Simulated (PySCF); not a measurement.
PySCF 2.14 output of an unrestricted MN15 calculation on a single atom or ion in def2-SVP with the def2 core potential (28 electrons), with scalar relativity through the core potential:

```
SCF conv_tol = 1e-09
number electrons alpha = 9  beta = 7
    H. S. Yu, X. He, S. L. Li, and D. G. Truhlar.,  Chem. Sci. 7, 5032-5051 (2016)
    H. S. Yu, X. He, S. L. Li, and D. G. Truhlar.,  Chem. Sci. 7, 5032-5051 (2016)
cycle= 1 E= -109.944794194505  delta_E= -0.00337  |g|= 0.0683  |ddm|= 0.176
cycle= 2 E= -109.945961707917  delta_E= -0.00117  |g|= 0.046  |ddm|= 0.121
cycle= 3 E= -109.946999405731  delta_E= -0.00104  |g|= 0.000497  |ddm|= 0.0493
cycle= 4 E= -109.946999777085  delta_E= -3.71e-07  |g|= 4.01e-05  |ddm|= 0.00129
cycle= 5 E= -109.946999778775  delta_E= -1.69e-09  |g|= 1.02e-05  |ddm|= 7.91e-05
cycle= 6 E= -109.946999778845  delta_E= -7.04e-11  |g|= 6.65e-07  |ddm|= 1.56e-05
converged SCF energy = -109.946999778845  <S^2> = 2.0022662  2S+1 = 3.0015104
```

The run itself started from symmetry-adapted Hartree-Fock orbitals and held the occupation by maximum overlap, on a logarithmic radial grid, so the iterations belong to that start.

Task: Which element, charge and spin multiplicity is this?

Result: Rh⁺ (rhodium, charge +1), multiplicity 3; the state was [Kr] 4d8, high-spin 3F determinant.

Energies and moments cover only the electrons outside the core potential.
